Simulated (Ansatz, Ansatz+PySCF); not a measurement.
```xyz
9

C     0.8657    0.0000    0.0000
C    -0.4329    0.7497    0.0000
C    -0.4329   -0.7497    0.0000
H     1.4622    0.0000    0.9165
H     1.4622    0.0000   -0.9165
H    -0.7311    1.2663   -0.9165
H    -0.7311    1.2663    0.9165
H    -0.7311   -1.2663    0.9165
H    -0.7311   -1.2663   -0.9165
```

Basis set: def2-SVP (spherical functions). Correlated methods keep 3 orbitals frozen. Charge 0, multiplicity 1.

Computed with Ansatz (development build ahead of 0.2.0); each method stands on the lowest determinant of its kind that the runs found. Restricted open shells among the atoms or ions are ROHF, correlated in semicanonical orbitals with singles. Restricted functionals stand beside restricted open-shell atoms, which can lie above the unrestricted atoms usual in DFT and then raise those values.

Q: Give the atomization energy at this shape (free ground-state atoms in the same class of orbitals less the molecule, no zero-point energy) of singlet C3H6 by ωB97X (restricted), ωB97X (unrestricted), r²SCAN (restricted), r²SCAN (unrestricted), PBE0 (restricted), PBE0 (unrestricted), PBE (unrestricted), PBE (restricted), RHF-CCSD(T), RHF-MP2, UHF-MP2, RHF, UHF.

A:

| method | atomization energy |
| --- | --- |
| ωB97X (restricted) | 3622.7 kJ/mol |
| ωB97X (unrestricted) | 3601.8 kJ/mol |
| r²SCAN (restricted) | 3624.8 kJ/mol |
| r²SCAN (unrestricted) | 3602.6 kJ/mol |
| PBE0 (restricted) | 3640.0 kJ/mol |
| PBE0 (unrestricted) | 3627.2 kJ/mol |
| PBE (unrestricted) | 3659.8 kJ/mol |
| PBE (restricted) | 3669.6 kJ/mol |
| RHF-CCSD(T) | 3442.3 kJ/mol |
| RHF-MP2 | 3465.5 kJ/mol |
| UHF-MP2 | 3463.2 kJ/mol |
| RHF | 2777.1 kJ/mol |
| UHF | 2745.1 kJ/mol |
